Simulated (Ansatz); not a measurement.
Nudged elastic band run: AlBrF2H4OSi

Input file:

```yaml
crystal:
  periodic: [false, false, false]
  atoms:
    - { symbol: Al, position_ang: [-0.251157, -0.061867, 0.10444] }
    - { symbol: F, position_ang: [-0.526837, -0.277819, 1.738709] }
    - { symbol: O, position_ang: [1.108316, -0.752542, -0.601436] }
    - { symbol: Si, position_ang: [2.424757, -1.439154, -1.304848] }
    - { symbol: H, position_ang: [2.032801, -2.661064, -2.070149] }
    - { symbol: H, position_ang: [3.070698, -0.471063, -2.243853] }
    - { symbol: H, position_ang: [3.42593, -1.826219, -0.264453] }
    - { symbol: F, position_ang: [-1.570832, 0.3206, -0.821931] }
    - { symbol: Br, position_ang: [0.606986, 2.375044, 0.760425] }
    - { symbol: H, position_ang: [0.220937, 1.849384, 2.036893] }
basis:
  gaussian: { orbitals: def2-SVP }
hamiltonian:
  xc: pbe0
  dispersion: d4
neb:
  order_check: false
  images: 6
  f_tol: 0.05
  max_iterations: 60
  climbing: false
  final_atoms:
    - { symbol: Al, position_ang: [-0.04162759, 0.42846091, -0.10229286] }
    - { symbol: F, position_ang: [-0.19220826, 0.07438056, 1.83262379] }
    - { symbol: O, position_ang: [1.26909767, -0.49309219, -0.60091888] }
    - { symbol: Si, position_ang: [2.42871271, -1.44038457, -1.28674778] }
    - { symbol: H, position_ang: [1.80115802, -2.56769612, -2.03915863] }
    - { symbol: H, position_ang: [3.26232294, -0.63582144, -2.22913943] }
    - { symbol: H, position_ang: [3.31013838, -2.00456746, -0.22074506] }
    - { symbol: F, position_ang: [-1.58253224, 0.09371913, -0.61250385] }
    - { symbol: Br, position_ang: [0.34083579, 2.6156239, 0.49618148] }
    - { symbol: H, position_ang: [-0.05429842, 0.9846773, 2.09649821] }
  initial_path:
    images:
      - { positions_ang: [[-0.251157, -0.061867, 0.10444], [-0.526837, -0.277819, 1.738709], [1.108316, -0.752542, -0.601436], [2.424757, -1.439154, -1.304848], [2.032801, -2.661064, -2.070149], [3.070698, -0.471063, -2.243853], [3.42593, -1.826219, -0.264453], [-1.570832, 0.3206, -0.821931], [0.606986, 2.375044, 0.760425], [0.220937, 1.849384, 2.036893]] }
      - { positions_ang: [[-0.18097283, -0.04552245, 0.06965536], [-0.38728159, -0.19925371, 1.81977156], [1.23454452, -0.53704323, -0.68169744], [2.42045877, -1.4196142, -1.31184271], [1.87942222, -2.57246459, -2.0240658], [3.17188837, -0.62519202, -2.26415706], [3.32038457, -1.86022484, -0.23267737], [-1.53779055, 0.22551086, -0.84017313], [0.45936306, 2.42947059, 0.78217662], [0.16158247, 1.6596336, 2.01680697]] }
      - { positions_ang: [[-0.11078866, -0.02917791, 0.03487073], [-0.24772618, -0.12068843, 1.90083412], [1.36077304, -0.32154447, -0.76195888], [2.41616054, -1.4000744, -1.31883741], [1.72604344, -2.48386518, -1.97798261], [3.27307874, -0.77932103, -2.28446112], [3.21483913, -1.89423068, -0.20090175], [-1.5047491, 0.13042172, -0.85841527], [0.31174012, 2.48389717, 0.80392824], [0.10222793, 1.4698832, 1.99672094]] }
      - { positions_ang: [[-0.04060449, -0.01283336, 8.609e-05], [-0.10817078, -0.04212314, 1.98189668], [1.48700157, -0.1060457, -0.84222032], [2.4118623, -1.38053461, -1.32583212], [1.57266467, -2.39526577, -1.93189941], [3.37426911, -0.93345005, -2.30476518], [3.1092937, -1.92823651, -0.16912612], [-1.47170765, 0.03533258, -0.8766574], [0.16411717, 2.53832376, 0.82567987], [0.0428734, 1.2801328, 1.97663491]] }
      - { positions_ang: [[-0.01067172, 0.05721349, -0.02944717], [-0.06036667, 0.00819108, 1.99531308], [1.50997038, -0.06898144, -0.84214645], [2.4124274, -1.3807104, -1.32324637], [1.53957281, -2.3819275, -1.92747222], [3.4016441, -0.95698697, -2.30266324], [3.09275204, -1.95371487, -0.16288213], [-1.47337911, 0.00292103, -0.84673923], [0.12609571, 2.57269232, 0.78793079], [0.00355406, 1.15660327, 1.98514994]] }
      - { positions_ang: [[-0.02099034, 0.18096263, -0.05372907], [-0.10431387, 0.03025424, 1.94108332], [1.42967948, -0.21035169, -0.76173726], [2.41785584, -1.40060179, -1.31108018], [1.62676788, -2.44385038, -1.96470102], [3.35520371, -0.84993179, -2.27815531], [3.16521415, -1.97066573, -0.18216977], [-1.50976349, 0.03318706, -0.76866077], [0.19767574, 2.58700284, 0.69068102], [-0.0157301, 1.09929461, 2.02226603]] }
      - { positions_ang: [[-0.03130896, 0.30471177, -0.07801097], [-0.14826106, 0.0523174, 1.88685356], [1.34938857, -0.35172194, -0.68132807], [2.42328427, -1.42049318, -1.29891398], [1.71396295, -2.50577325, -2.00192983], [3.30876332, -0.74287662, -2.25364737], [3.23767626, -1.9876166, -0.20145741], [-1.54614786, 0.06345309, -0.69058231], [0.26925576, 2.60131337, 0.59343125], [-0.03501426, 1.04198596, 2.05938212]] }
      - { positions_ang: [[-0.04162759, 0.42846091, -0.10229286], [-0.19220826, 0.07438056, 1.83262379], [1.26909767, -0.49309219, -0.60091888], [2.42871271, -1.44038457, -1.28674778], [1.80115802, -2.56769612, -2.03915863], [3.26232294, -0.63582144, -2.22913943], [3.31013838, -2.00456746, -0.22074506], [-1.58253224, 0.09371913, -0.61250385], [0.34083579, 2.6156239, 0.49618148], [-0.05429842, 0.9846773, 2.09649821]] }
```

Run as:

```bash
$ ansatz run input.yaml --threads 4 --pin off --max-ram 5120MiB --backend cpu --events-out ev --progress --plain --runs-dir out
```

Output, in part (warnings, iteration lines, the closing report on the highest movable image, with atoms numbered from 0):

```
NEB end point (image 0): max|allowed force component| = 2.157e-2 eV/Å (the criterion of neb.relax_end_points is 1.000e-2)
NEB end point (image 7): max|allowed force component| = 1.948e-2 eV/Å (the criterion of neb.relax_end_points is 1.000e-2)
NEB iter   1: max|band force component| = 2.521e0 eV/Å  barrier→ = 1.0872 eV  barrier← = 1.2755 eV  Δτ_max = 0.2000 Å  (207 SCF iters)
NEB iter   2: max|band force component| = 1.915e0 eV/Å  barrier→ = 0.4328 eV  barrier← = 0.6211 eV  Δτ_max = 0.2000 Å  (169 SCF iters)
NEB iter   3: max|band force component| = 1.232e0 eV/Å  barrier→ = 0.1811 eV  barrier← = 0.3693 eV  Δτ_max = 0.2000 Å  (176 SCF iters)
NEB iter   4: max|band force component| = 9.017e-1 eV/Å  barrier→ = 0.1489 eV  barrier← = 0.3371 eV  Δτ_max = 0.2000 Å  (168 SCF iters)
NEB iter   5: max|band force component| = 1.026e0 eV/Å  barrier→ = 0.1995 eV  barrier← = 0.3877 eV  Δτ_max = 0.1008 Å  (169 SCF iters)
NEB iter   6: max|band force component| = 7.618e-1 eV/Å  barrier→ = 0.1192 eV  barrier← = 0.3074 eV  Δτ_max = 0.1005 Å  (171 SCF iters)
NEB iter   7: max|band force component| = 3.852e-1 eV/Å  barrier→ = 0.1025 eV  barrier← = 0.2907 eV  Δτ_max = 0.1005 Å  (170 SCF iters)
NEB iter   8: max|band force component| = 2.484e-1 eV/Å  barrier→ = 0.0866 eV  barrier← = 0.2749 eV  Δτ_max = 0.0600 Å  (173 SCF iters)
NEB iter   9: max|band force component| = 2.093e-1 eV/Å  barrier→ = 0.0925 eV  barrier← = 0.2807 eV  Δτ_max = 0.0874 Å  (175 SCF iters)
NEB iter  10: max|band force component| = 1.663e-1 eV/Å  barrier→ = 0.0934 eV  barrier← = 0.2816 eV  Δτ_max = 0.0575 Å  (173 SCF iters)
NEB iter  11: max|band force component| = 5.235e-1 eV/Å  barrier→ = 0.0917 eV  barrier← = 0.2799 eV  Δτ_max = 0.0288 Å  (178 SCF iters)
NEB iter  12: max|band force component| = 1.930e-1 eV/Å  barrier→ = 0.0894 eV  barrier← = 0.2777 eV  Δτ_max = 0.0576 Å  (174 SCF iters)
NEB iter  13: max|band force component| = 1.763e-1 eV/Å  barrier→ = 0.0807 eV  barrier← = 0.2690 eV  Δτ_max = 0.0576 Å  (173 SCF iters)
NEB iter  14: max|band force component| = 1.869e-1 eV/Å  barrier→ = 0.0672 eV  barrier← = 0.2555 eV  Δτ_max = 0.0287 Å  (174 SCF iters)
NEB iter  15: max|band force component| = 1.939e-1 eV/Å  barrier→ = 0.0714 eV  barrier← = 0.2596 eV  Δτ_max = 0.0143 Å  (171 SCF iters)
NEB iter  16: max|band force component| = 1.066e-1 eV/Å  barrier→ = 0.0732 eV  barrier← = 0.2614 eV  Δτ_max = 0.0143 Å  (164 SCF iters)
NEB iter  17: max|band force component| = 1.950e-1 eV/Å  barrier→ = 0.0760 eV  barrier← = 0.2643 eV  Δτ_max = 0.0072 Å  (163 SCF iters)
NEB iter  18: max|band force component| = 5.496e-2 eV/Å  barrier→ = 0.0768 eV  barrier← = 0.2651 eV  Δτ_max = 0.0144 Å  (147 SCF iters)
NEB iter  19: max|band force component| = 2.839e-2 eV/Å  barrier→ = 0.0773 eV  barrier← = 0.2656 eV  Δτ_max = 0.0000 Å  (328 SCF iters)
Total energy: -92032.78396969 eV, -3382.1424288247 hartree
Atom 0 at    -0.108203     0.152609     0.055390 Å, force    -0.023227    -0.071610     0.032490 eV/Å
Atom 1 at    -0.329125    -0.068346     1.755955 Å, force    -0.027985    -0.079376    -0.023882 eV/Å
Atom 2 at     1.285437    -0.509774    -0.599618 Å, force    -0.002327    -0.007007    -0.013072 eV/Å
Atom 3 at     2.441614    -1.449494    -1.304745 Å, force    -0.009132     0.002457    -0.006990 eV/Å
Atom 4 at     1.810788    -2.638840    -1.953420 Å, force     0.014597    -0.003649    -0.005385 eV/Å
Atom 5 at     3.176932    -0.665134    -2.340848 Å, force     0.000571     0.007297     0.003257 eV/Å
Atom 6 at     3.413669    -1.922532    -0.273732 Å, force     0.001096     0.005350    -0.001636 eV/Å
Atom 7 at    -1.532262     0.254651    -0.780734 Å, force     0.003846     0.012677    -0.019340 eV/Å
Atom 8 at     0.379713     2.515337     0.917189 Å, force     0.010827    -0.007107     0.009045 eV/Å
Atom 9 at     0.003036     1.386822     1.858360 Å, force     0.031734     0.140969     0.025513 eV/Å
Dipole moment:     0.263003     0.258951     0.190796 e Å
```

It converged. No image climbed, so the highest image needn't sit at the top of the path. The orbitals stay closed-shell, which can raise the energy where a bond breaks towards radicals; this wasn't checked here.

Final band (atoms are numbered from 1 in the order of the input):

```
image  path coordinate (Å)  energy (eV)  Br9–H10 (Å)  F2–H10 (Å)
    0                 0.00        0.000         1.43        2.27
    1                 0.32        0.005         1.44        2.16
    2                 0.64        0.025         1.45        1.87
    3                 0.97        0.077         1.52        1.50
    4                 1.29        0.004         1.76        1.13
    5                 1.61       -0.173         2.12        0.98
    6                 1.93       -0.187         2.32        0.96
    7                 2.25       -0.188         2.32        0.96
```

Time of the run: 4.9 min on 4 threads of Arm Neoverse V2, on a shared host, peak memory 0.37 GiB.
